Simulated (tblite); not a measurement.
Compound: CH9NSeSi2.
Atom-mapped SMILES: `[NH2:1][CH2:2][SiH2:3][Se:4][SiH3:5]` (hydrogens: H6, H7 on N1; H8, H9 on C2; H10, H11 on Si3; H12, H13, H14 on Si5)

Structure used (GFN2-xTB), in Å, numbered top down from 1:
```xyz
14
CH9NSeSi2 angstrom
N     -2.537   -0.394    0.459
C     -2.118    0.591   -0.521
Si    -0.218    0.859   -0.739
Se     0.757   -0.290    1.001
Si     2.975    0.095    0.669
H     -2.145   -1.305    0.241
H     -2.205   -0.139    1.385
H     -2.546    0.297   -1.483
H     -2.587    1.540   -0.250
H      0.178    2.264   -0.634
H      0.300    0.274   -1.977
H      3.392    1.090    1.647
H      3.627   -1.188    0.876
H      3.127    0.584   -0.696
```

Calculated harmonic vibrations of the isolated species, GFN2-xTB (tblite), most abundant isotopes, no scaling. Errors from tens to a few hundred cm⁻¹ against measured bands are possible. Modes of hydrogen on silicon can be 10 to 20 % off. One conformer, not necessarily the lowest. The optimisation stopped once no atom felt more than 0.01 eV/Å.

Lowest wavenumbers of the output (negative numbers stand for imaginary wavenumbers):
```
mode    cm-1
  1     -41.1
  2     -35.7
  3      25.2
  4      80.1
  5     127.3
  6     299.6
  7     311.2
  8     364.8
  9     381.1
 10     434.8
```

Problem. Is this structure a minimum?

Solution. Not by this Hessian. 2 modes are imaginary beyond 20i (41i and 36i cm⁻¹), so at this level the point lies at or near a saddle of order 2. The curvature is small, so loose convergence or finite differences may be the whole cause.

Problem. Which atoms move in the imaginary modes?

Solution. 41i: H12 (Si–H hydrogen) 22 %, H13 (Si–H hydrogen) 21 %, H14 (Si–H hydrogen) 21 %; 36i: C2 (sp3 carbon bound to nitrogen) 16 %, N1 (primary amine nitrogen) 12 %, H12 (Si–H hydrogen) 11 %, H14 (Si–H hydrogen) 10 %. These are shares of the mass-weighted motion.

Problem. What is the remedy?

Solution. Step along such a mode in both directions, optimise again with tighter thresholds and repeat the frequencies. The zero-point energy of this point (59.5 kcal/mol) counts the 34 real modes alone, and thermal corrections from it aren't those of a minimum.
